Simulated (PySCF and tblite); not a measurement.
Values are calculated unless marked as measured or tabulated.
Dynamics report: rotation

System: C2H3F3O2Si, numbered as in [O:1]=[C:2]([O:3][SiH3:4])[C:5]([F:6])([F:7])[F:8].

Motion: rotation about the C2–O3 bond (torsion O1–C2–O3–Si4 from 0° to 172°, rising). Geometries: GFN2-xTB; energies: PBE0/pcSseg-1 + D3(BJ); zero-point and thermal terms from GFN2-xTB harmonic modes (soft modes blended into free rotors). Rates follow Eyring's equation with the number of equivalent paths and no tunnelling. Programs: tblite and PySCF.

```csv
point,symmetry,E(GFN2) kcal/mol,E(DFT) kcal/mol,ZPE change kcal/mol,lowest mode cm⁻¹,dipole D
start,Cs,0.0,0.0,0.00,24,3.35
saddle,C1,3.9,6.9,-0.21,64i,3.52
end,C1,2.1,5.4,0.15,50,3.69
```

- Electronic barrier: 6.9 kcal/mol
- Barrier with zero-point energy: 6.7 kcal/mol
- ΔH‡ (298 K): 6.2 kcal/mol
- ΔS‡ (298 K, symmetry apart): -3.5 cal/(mol K)
- Paths: 2 equivalent paths
- End point: a different minimum
- Mean lifetime of the start against this motion at 298 K: 18 ns
- Cost: 54 s on 1 thread of Arm Neoverse V2, on a host shared with other jobs (rough), peak memory 0.75 GiB, launched as `OMP_NUM_THREADS=1 python ens_run.py task.json out`

| T/K | ΔG‡ kcal/mol | k s⁻¹ | ΔG kcal/mol | k back s⁻¹ |
| --- | --- | --- | --- | --- |
| 150 | 6.9 | 494 | 5.7 | 5.5×10¹⁰ |
| 200 | 7.0 | 1.7×10⁵ | 5.8 | 1.8×10¹¹ |
| 250 | 7.2 | 5.7×10⁶ | 5.9 | 3.7×10¹¹ |
| 298 | 7.3 | 5.6×10⁷ | 5.9 | 6×10¹¹ |
| 350 | 7.4 | 3.3×10⁸ | 6.0 | 8.7×10¹¹ |
| 400 | 7.6 | 1.2×10⁹ | 6.0 | 1.1×10¹² |
| 500 | 7.9 | 7.4×10⁹ | 6.1 | 1.7×10¹² |

ΔG and ΔG‡ leave out symmetry numbers and mirror images; rates count paths: 2 out, 1 back.
